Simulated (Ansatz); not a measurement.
`Sc1cnc(-c2cnc(-c3cnc(-c4cnc(S)s4)s3)s2)s1`, 28 atoms. Hardware: 2 threads of AMD EPYC 7R13 on a shared host and a share (18 GiB) of an NVIDIA H100 80GB HBM3.

Single mean-field runs in def2-TZVP are fitted with def2-universal-jkfit.

Q: How many basis functions does each of these Ansatz runs have, and roughly what does it cost? r2SCAN-D4/def2-TZVP, charge 0 singlet, energy, from earlier orbitals; PBE0-D4/def2-TZVP, charge 0 singlet, energy and forces, from earlier orbitals; PBE0-D4/def2-TZVP, charge 0 triplet at the geometry of the charge 0 singlet, energy; PBE0-D4/def2-SVP, charge 0 singlet, energy, from earlier orbitals; PBE-D4/def2-TZVP, charge 0 triplet at the geometry of the charge 0 singlet, energy, from earlier orbitals; PBE0-D4/def2-TZVP, charge -1 doublet at the geometry of the charge 0 singlet, energy; PBE0-D4/def2-TZVP, charge 1 doublet at the geometry of the charge 0 singlet, energy; PBE-D4/def2-TZVP, charge 1 doublet at the geometry of the charge 0 singlet, energy, from earlier orbitals; PBE-D4/def2-TZVP, charge 0 singlet, energy, from earlier orbitals; PBE-D4/def2-SVP, charge 0 singlet, relaxation, 5 steps; PBE-D4/def2-SVP, charge 0 singlet, energy, from earlier orbitals; PBE-D4/def2-TZVP, charge -1 doublet at the geometry of the charge 0 singlet, energy, from earlier orbitals.

A: Other jobs shared the machine, so times can vary by a factor of up to 3.

| run | functions | fitting or Cholesky vectors | wall time | peak host memory (GiB) |
| --- | --- | --- | --- | --- |
| PBE-D4/def2-SVP, charge 0 singlet, energy, from earlier orbitals | 362 | 4162 | 2.8 s | 1.1 |
| PBE0-D4/def2-SVP, charge 0 singlet, energy, from earlier orbitals | 362 | 3604 | 3.1 s | 0.99 |
| PBE-D4/def2-TZVP, charge 0 singlet, energy, from earlier orbitals | 754 | 2084 | 3.7 s | 1 |
| r2SCAN-D4/def2-TZVP, charge 0 singlet, energy, from earlier orbitals | 754 | 2084 | 4.8 s | 1.1 |
| PBE0-D4/def2-TZVP, charge 0 singlet, energy and forces, from earlier orbitals | 754 | 2084 | 7 s | 1.4 |
| PBE-D4/def2-TZVP, charge 1 doublet at the geometry of the charge 0 singlet, energy, from earlier orbitals | 754 | 2084 | 8.5 s | 1.2 |
| PBE-D4/def2-TZVP, charge -1 doublet at the geometry of the charge 0 singlet, energy, from earlier orbitals | 754 | 2084 | 9 s | 1.2 |
| PBE-D4/def2-TZVP, charge 0 triplet at the geometry of the charge 0 singlet, energy, from earlier orbitals | 754 | 2084 | 9.5 s | 1.2 |
| PBE-D4/def2-SVP, charge 0 singlet, relaxation, 5 steps | 362 | 4162 | 12 s | 1.1 |
| PBE0-D4/def2-TZVP, charge 0 triplet at the geometry of the charge 0 singlet, energy | 754 | 2084 | 14 s | 1.4 |
| PBE0-D4/def2-TZVP, charge 1 doublet at the geometry of the charge 0 singlet, energy | 754 | 2084 | 16 s | 1.3 |
| PBE0-D4/def2-TZVP, charge -1 doublet at the geometry of the charge 0 singlet, energy | 754 | 2084 | 16 s | 1.3 |
